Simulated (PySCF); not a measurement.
# What a mistake does to a calculation on BCH5NSi

These are calculations, not measurements. The program is PySCF 2.14.0, an open-source quantum chemistry code, run on an isolated molecule that a program drew, which may never have been made. The molecule is BCH5NSi (charge 0, doublet), drawn as the SMILES string `[CH2][SiH2]B=N`.

Each row is a Hartree-Fock (HF) and frozen-core CCSD(T) single point in the cc-pV(D+d)Z basis, meant for a local HF minimum. Run 1 is clean. Each other run has one planted mistake out of seven kinds, and not every kind appears here: one electron removed, one electron added, multiplicity raised by two, geometry at a saddle point, minimal basis STO-3G, one bond length entered in bohr, all coordinates scaled. The reference is restricted for singlets and unrestricted otherwise, and also for a bond in bohr. Adding or removing an electron swaps singlet and doublet. Electrons count all cores. HOMO and LUMO are orbital energies over both spins, the gradient is its largest component, and the lowest frequency (negative if imaginary) is given only where the gradient is small. Bond lengths are over the 8 bonds as drawn. T1 is the CCSD diagnostic: over 0.02 (restricted) or 0.045 (unrestricted) a single reference is doubtful.

Geometry of the clean run:
```xyz
9
BCH5NSi, angstrom
C    -2.0771    0.6264    1.0885
Si   -0.7383   -0.4121    0.3281
B     0.3624    0.6526   -0.9793
N     1.0314    1.3078   -1.7762
H    -3.0628    0.7239    0.6429
H    -1.9095    1.2366    1.9713
H    -1.3342   -1.5572   -0.3973
H     0.1683   -0.9243    1.3810
H     1.5694    1.8301   -2.4155
```

| run | electrons | basis functions | <S^2> | HOMO (eV) | LUMO (eV) | gradient (hartree/bohr) | lowest frequency (cm^-1) | mean bond (Å) | longest bond (Å) | T1 | HF (hartree) | CCSD(T) (hartree) | mistake |
|---|---|---|---|---|---|---|---|---|---|---|---|---|---|
| 1 | 37 | 90 | 0.761 | -10.43 | 2.27 | 3.2e-05 | 58 | 1.4024 | 2.014 | 0.0160 | -408.82733 | -409.34752 | no fault |
| 2 | 38 | 90 | 0.000 | -0.77 | 8.62 | 5.7e-02 | - | 1.4024 | 2.014 | 0.0166 | -408.78945 | -409.34727 | one electron added |
| 3 | 37 | 90 | 1.540 | -8.84 | 1.12 | 9.8e-03 | - | 1.6090 | 3.510 | 0.0309 | -408.69073 | -409.19204 | ? |
| 4 | 36 | 90 | 0.000 | -15.69 | -7.07 | 4.3e-02 | - | 1.4024 | 2.014 | 0.0292 | -408.50625 | -409.01979 | ? |

**Which mistake was planted in run 3, and what did it cost?**

The mean bond changes by a factor of 1.147 and the longest by 1.743, so the molecule wasn't scaled as a whole. A length L in bohr read as angstrom grows by (1/0.5292 - 1) L = 0.890 L. The 8 bonds together grew by 8 x 0.2066 = 1.653 Å, which gives L = 1.858 Å. That is bond C1-Si2, 1.857 Å in the clean geometry. So the mistake is: one bond length entered in bohr. Subtracting run 1 and multiplying by 627.51 kcal/mol a hartree, the energy moved by 85.7 kcal/mol in HF and 97.6 kcal/mol in CCSD(T).

**Which mistake was planted in run 4, and what did it cost?**

It counts 36 electrons, one fewer than the clean run, at the same geometry and basis. So the mistake is: one electron removed. Subtracting run 1 and multiplying by 627.51 kcal/mol a hartree, the energy moved by 201.5 kcal/mol in HF and 205.7 kcal/mol in CCSD(T).

Cautions from the logs. Run 2: the added electron raises the CCSD(T) energy, so it isn't bound in this basis; run 4: T1 is over the limit, so its CCSD(T) energy is less reliable.
